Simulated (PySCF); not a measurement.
**Broadened absorption spectrum of InEt2(OiPr)**

Compound: InEt2(OiPr), C₇H₁₇InO.
Cartesian coordinates in Å at the PBE0-D3(BJ)/def2-SVP level; atoms count from 1:
```xyz
26
C7H17InO angstrom
In     0.843    0.952    0.208
C      2.951    0.637    0.573
C      3.255   -0.793    1.003
H      3.309    1.376    1.307
H      3.457    0.882   -0.377
H      4.341   -0.967    1.088
H      2.812   -1.028    1.984
H      2.849   -1.526    0.291
C     -0.697    2.482    0.194
C     -1.644    2.384    1.387
H     -1.248    2.355   -0.752
H     -0.213    3.470    0.150
H     -2.441    3.145    1.333
H     -2.142    1.403    1.440
H     -1.123    2.536    2.346
O      0.103   -0.896   -0.197
C     -1.179   -1.156   -0.682
C     -1.524   -2.609   -0.386
C     -1.267   -0.855   -2.174
H     -1.940   -0.522   -0.171
H     -0.805   -3.272   -0.892
H     -2.540   -2.867   -0.725
H     -1.455   -2.799    0.695
H     -1.047    0.207   -2.370
H     -0.527   -1.461   -2.721
H     -2.268   -1.072   -2.582
```

Method: PySCF 2.14.0, density-fitted response routines, TDDFT CAM-B3LYP/def2-SVPD, vertical, gas phase, core orbitals frozen in the response, def2 core potentials past Kr. Spin–orbit coupling is left out.

Computed states:

| state | E (eV) | f |
| --- | --- | --- |
| S1 | 4.75 | 0.0025 |
| S2 | 5.13 | 0.0040 |
| S3 | 5.35 | 0.030 |
| S4 | 5.72 | 0.100 |
| S5 | 5.84 | 0.072 |
| S6 | 5.99 | 0.167 |
| S7 | 6.71 | 0.0042 |
| S8 | 7.07 | 0.017 |
| S9 | 7.14 | 0.037 |
| S10 | 7.18 | 0.0026 |

Each state is given a Gaussian of 0.25 eV full width at half maximum, with ε(max) = 2.175×10⁸ f / Δν̃ (Δν̃ the width in cm⁻¹). The cross-section is σ = 3.8235×10⁻²¹ ε cm², given in Mb (10⁻¹⁸ cm²). The width is an assumption, not a result. The curve ends short of the highest state used, and states not computed would add to its high-energy end.

Q: Give the broadened spectrum and its maxima.

A: 
```tsv
E (eV)	σ (Mb)
4.37	0.00
4.44	0.01
4.50	0.06
4.56	0.21
4.63	0.54
4.69	0.88
4.75	1.03
4.82	0.85
4.88	0.58
4.94	0.53
5.00	0.87
5.07	1.77
5.13	3.05
5.19	5.30
5.26	9.33
5.32	12.26
5.38	12.41
5.45	9.97
5.51	10.55
5.57	18.51
5.63	34.18
5.70	54.60
5.76	66.73
5.82	74.17
5.89	82.30
5.95	85.86
6.01	77.19
6.08	50.55
6.14	25.89
6.20	9.78
6.26	2.71
6.33	0.41
6.39	0.07
6.45	0.08
6.52	0.32
6.58	0.78
```

Maxima: 261 nm (4.75 eV), ε about 270, made up of S1 (100%); 232 nm (5.35 eV), ε about 3300, made up of S3 (98%); 209 nm (5.94 eV), ε about 22000, made up of S5 (22%) and S6 (73%) (ε in L mol⁻¹ cm⁻¹; maxima over ε = 5, shares over 10%). At its high-energy end, 6.58 eV, the curve is still rising (ε about 200, from S7).

Q: On this curve, what absorbance would a 10⁻³ mol/L sample give at 222 nm over a 1 cm path?

A: 222 nm is 5.585 eV, where ε is about 5700 L mol⁻¹ cm⁻¹, so A = ε c l ≈ 5.7 (Beer–Lambert, with the gas-phase spectrum and the assumed width).

Q: Coming from long wavelengths, where does ε first pass 100 L mol⁻¹ cm⁻¹?

A: At about 269 nm (4.60 eV), 0.15 eV below S1.

Q: What would ε be at 5.94 eV, the highest of these maxima, with half the width (0.125 eV)?

A: About 26200 L mol⁻¹ cm⁻¹ against 22500, a factor of about 1.2; a lone state at its own centre would give exactly 2.

Hardware: 2 threads, AMD EPYC 9R45 (x86_64), on a shared host. Cost: 62 s wall, 2.4 min CPU (with the writing of density and orbital grids), 2.6 GiB resident at most.

One conformer stands for the species.
